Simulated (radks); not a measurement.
Problem. Spherical quantum dot in the effective-mass picture: electrons in a hard-walled sphere of unknown radius, with a point charge +1 (a donor) at the centre, all in effective atomic units (hartree* = m*/eps^2 hartree, bohr* = eps/m* bohr), one dielectric constant everywhere. Method: non-relativistic Kohn-Sham, PBE, spin-polarised, spherical densities; computed with a radial shooting solver with Libxc functionals. Levels are named by radial order and angular momentum (1s, 1p, 1d, 2s, ...), and open shells are averaged over m. Each electron was tried in the lowest free levels, single moves between levels near the top were tried too, and the lowest total energy was kept; such a search can miss a lower state. The series stops at N = 7: beyond it a trial failed or the search could not be trusted, so later rows were left out. The values of mu = E(N) - E(N-1) (hartree*) for N = 2 to 7 are -0.023188, 0.22149, 0.32372, 0.43348, 0.55924, 0.69349. Estimate radius.

Solution. radius = 10.4 (effective atomic units). The central charge lowers the s levels, so the charging steps and shell gaps carry the answer. The first electron has mu near pi^2/(2 R^2) without a central charge, and the charging energy goes as 1/R.
